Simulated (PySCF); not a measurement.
C4H8BN. Atoms are numbered in the order given.

```xyz
14

C      2.3293    -0.3984     1.2543
C      1.5995    -0.2453     0.2982
C      0.6918    -0.0474    -0.8191
B     -0.8274     0.1756    -0.3588
C     -1.4998    -0.8076     0.6720
N     -1.5373     1.2422    -0.9136
H      2.9841    -0.5372     2.0937
H      1.0518     0.7840    -1.4497
H      0.7095    -0.9494    -1.4600
H     -2.5565    -0.5845     0.8848
H     -1.4342    -1.8492     0.3150
H     -0.9417    -0.7833     1.6229
H     -1.1337     1.9060    -1.5618
H     -2.5055     1.4315    -0.6888
```

The structure is a stationary point at PBE0-D3(BJ)/def2-SVP. This is a generated structure with no PubChem entry under its InChIKey; it may be hypothetical. The values are those of a single conformer.

Level of theory: PySCF 2.14.0 with PBE0-D3(BJ)/def2-SVP.

Harmonic, unscaled wavenumbers; measured fundamentals usually lie a few per cent lower.

```csv
mode,ν (cm⁻¹),IR (km/mol),moving atoms (share of kinetic energy)
1,20,0.8,"C 44 %, H 34 %, N 21 %"
2,113,2.5,"H 81 %, C 12 %"
3,132,0.1,"C 65 %, H 32 %"
4,301,0.7,"C 41 %, H 37 %, N 13 %, B 10 %"
5,345,0.5,"H 39 %, C 30 %, N 25 %"
6,351,7.2,"C 65 %, H 35 %"
7,396,6.7,"H 37 %, B 35 %, C 27 %"
8,507,13.8,"C 45 %, H 34 %, B 14 %"
9,569,154.0,"H 74 %, N 22 %"
10,605,0.6,"H 81 %, C 10 %"
11,665,44.9,"H 76 %, C 24 %"
12,693,40.2,"H 77 %, C 23 %"
13,730,2.5,"C 57 %, H 32 %, N 10 %"
14,774,0.1,"H 70 %, C 28 %"
15,860,1.3,"H 70 %, C 15 %, N 11 %"
16,881,2.6,"H 57 %, C 29 %, N 10 %"
17,911,15.2,"H 45 %, B 28 %, C 25 %"
18,993,2.2,"C 65 %, H 34 %"
19,1142,5.1,"H 77 %, C 13 %, B 9 %"
20,1190,22.9,"H 63 %, B 20 %, C 12 %"
21,1239,38.5,"H 46 %, C 28 %, B 23 %"
22,1330,107.2,"H 50 %, C 29 %, B 20 %"
23,1395,80.9,"H 57 %, B 30 %"
24,1407,10.8,"H 90 %, C 9 %"
25,1433,7.1,H 96 %
26,1462,18.7,"H 72 %, B 22 %"
27,1609,172.7,"H 67 %, N 22 %, B 11 %"
28,2239,23.2,"C 91 %, H 9 %"
29,3036,12.9,H 94 %
30,3048,4.5,H 97 %
31,3092,10.5,"H 91 %, C 9 %"
32,3135,5.8,"H 91 %, C 9 %"
33,3152,21.5,"H 91 %, C 9 %"
34,3493,76.9,"H 86 %, C 14 %"
35,3624,29.0,H 96 %
36,3730,23.7,"H 91 %, N 9 %"
```
